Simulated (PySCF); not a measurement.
Give a GFN2-xTB geometry of `[O]C(c1ccc(Cl)cc1)=O` [radical]. (Doublet state.)

```xyz
14
C7H4ClO2 angstrom
O      2.8217    1.3599   -0.3034
C      2.5330    0.2033   -0.1779
O      3.0154   -0.8915   -0.1059
C      0.8585    0.0697   -0.0620
C      0.3140   -1.1855    0.0852
C     -1.0649   -1.2925    0.1808
C     -1.8491   -0.1490    0.1274
Cl    -3.5625   -0.2880    0.2470
C     -1.2730    1.1044   -0.0211
C      0.1052    1.2199   -0.1185
H      0.9410   -2.0614    0.1256
H     -1.5209   -2.2630    0.2966
H     -1.8899    1.9883   -0.0609
H      0.5709    2.1850   -0.2351
```

Any rigid rotation of these coordinates is as good. Atoms count from 1 in this order. C4 (carbon bonded to 3 C) is planar (angles 123.4°, 118.4° and 118.2°, sum 360.0°, 0.00 Å off the plane of its three neighbours). Of the pairs four or more bonds apart, O3···H11 is among the closest relative to their van der Waals radii: 2.39 Å, 88 % of the sum of Bondi's values. C7 (carbon bonded to 2 C and Cl) is planar (angles 120.9°, 119.5° and 119.5°, sum 360.0°, 0.00 Å off the plane of its three neighbours). C6 (carbon bonded to 2 C and H) is planar (angles 120.5°, 119.8° and 119.7°, sum 360.0°, 0.00 Å off the plane of its three neighbours).

Bonds between heavy atoms (Å): O1–C2 1.199, C2=O3 1.199, C2–C4 1.684, C4–C5 1.376, C5–C6 1.386, C6–C7 1.387, C7–Cl8 1.723, C7–C9 1.387, C9–C10 1.386, C4–C10 1.376.

Structure optimised with GFN2-xTB, isolated species. This method treats the open shell by occupation alone, without spin polarisation.

Point group: C2v (tolerance 0.08 Å). GFN2-xTB frequencies: not computed here.
